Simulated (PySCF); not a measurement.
F2H6Si3. Atoms are numbered in the order given.

```xyz
11

F      0.0000    -1.3061     1.3678
Si     0.0000     0.0000     0.3874
F      0.0000     1.3061     1.3678
Si     2.0072     0.0000    -0.8360
Si    -2.0072     0.0000    -0.8360
H      2.0513     1.2118    -1.7009
H      2.0513    -1.2118    -1.7009
H      3.1767     0.0000     0.0841
H     -3.1767     0.0000     0.0841
H     -2.0513     1.2118    -1.7009
H     -2.0513    -1.2118    -1.7009
```

Geometry optimised at TPSSh-D3(BJ)/def2-SVP.

The numbers are results of PBE/def2-TZVP in PySCF, not measurements.

Computed frontier levels, gap, dipole moment and polarisability:
| Item | Result |
|---|---|
| highest occupied level | -6.80 eV |
| lowest empty level | -1.83 eV |
| orbital gap | 4.97 eV |
| dipole moment | 1.67 D |
| quadrupole, principal values (traceless, Buckingham form, about the centre of nuclear charge) | -2.20, -2.20, 4.40 D·Å |
| mean static polarisability | 88.0 bohr³ (13.04 Å³) |
| polarisability, principal values | 73.0, 78.9, 112.0 bohr³ |
